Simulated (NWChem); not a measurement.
# SrF2, triplet; SMILES of the neutral closed-shell parent [F][Sr][F]

```xyz
3

Sr     0.0000     0.0000    -0.6635
F      0.0000     0.9794     1.4008
F      0.0000    -0.9794     1.4008
```
Atoms are numbered in this order, from 1.

In the optimisation the excess spin sits in a1 and b2 (C2v, its own frame). The geometry was optimised at PBE0/def2-SVP, spin-unrestricted. This spin state was assumed; another may lie lower. No stability test was run on the SCF state. def2 effective core potentials on Sr; no spin-orbit coupling.

Symmetry labels are those of C2v in the frame above (b1 and b2, or b-type labels, depend on it).

Problem. List the 6 lowest vertical excitations from UHF/def2-SVPD with def2 effective core potentials on Sr, CIS (NWChem).

Solution. 
```csv
state,energy (eV),oscillator strength,symmetry of the excitation,<S²>
state 1,1.64,0.285,a2,2.04
state 2,1.68,0.179,a1,2.04
state 3,2.02,0.191,b2,2.04
state 4,2.45,0.000,a2,2.06
state 5,2.57,0.000,b1,2.04
state 6,2.61,0.006,b2,2.03
```
